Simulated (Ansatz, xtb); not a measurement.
## Two isomers of C5H4FNO

Structure I is `O=Cc1[nH]ccc1F`, a singlet and structure II is `O=Cc1cc(F)c[nH]1`, a singlet. Both are isolated molecules in the gas phase, relaxed with r2SCAN-D4/def2-SVP; each stands in its lowest conformer found.

Question: Estimate E(II) − E(I) at the level CCSD(T)/def2-SVP + ΔMP2/def2-TZVPP.

Answer: CCSD(T)/def2-SVP + ΔMP2/def2-TZVPP gives E(II) − E(I) = +0.49 kcal/mol, slightly favouring structure I, which is too small a margin to settle the true order.

The same difference at several levels:

| level | geometry | E(II) − E(I) (kcal/mol) | departure from the last row (kcal/mol) | job, with rough time for the two |
| --- | --- | --- | --- | --- |
| GFN2-xTB | GFN2-xTB | +0.56 | +0.07 | optimisation, 0.15 s |
| HF/STO-3G | GFN2-xTB | +1.30 | +0.81 | single point, 1.1 s |
| r2SCAN-D4/def2-SVP//GFN2-xTB | GFN2-xTB | +0.83 | +0.34 | single point, 7.5 s |
| r2SCAN-D4/def2-SVP | r2SCAN-D4/def2-SVP | +0.84 | +0.35 | optimisation, 57 s |
| HF/def2-SVP | r2SCAN-D4/def2-SVP | +1.62 | +1.13 | part of the CCSD(T) run |
| MP2/def2-SVP | r2SCAN-D4/def2-SVP | +0.47 | −0.02 | part of the CCSD(T) run |
| CCSD(T)/def2-SVP | r2SCAN-D4/def2-SVP | +0.83 | +0.34 | single point |
| CCSD(T)/def2-SVP + ΔMP2/def2-TZVPP | r2SCAN-D4/def2-SVP | +0.49 |  | single point, 2.7 min |

As drawn, both hold the same kinds of bond in the same numbers.

The largest departure from CCSD(T)/def2-SVP + ΔMP2/def2-TZVPP is that of HF/def2-SVP, 1.13 kcal/mol. The last row adds to CCSD(T) the change of the MP2 difference between the two basis sets, here −0.34 kcal/mol.

With thermal terms from frequencies at re-optimised GFN2-xTB minima (ideal gas, soft modes damped towards free rotors, one conformer each, 298.15 K, 1 atm): the zero-point term adds −0.12 kcal/mol; ΔH is +0.37 and ΔG +0.40 kcal/mol.

The correlated steps freeze 8 core orbitals. Codes used: Ansatz 0.2.0, xtb 6.7.1; the last row on 2 threads of Arm Neoverse V1 on a shared host.
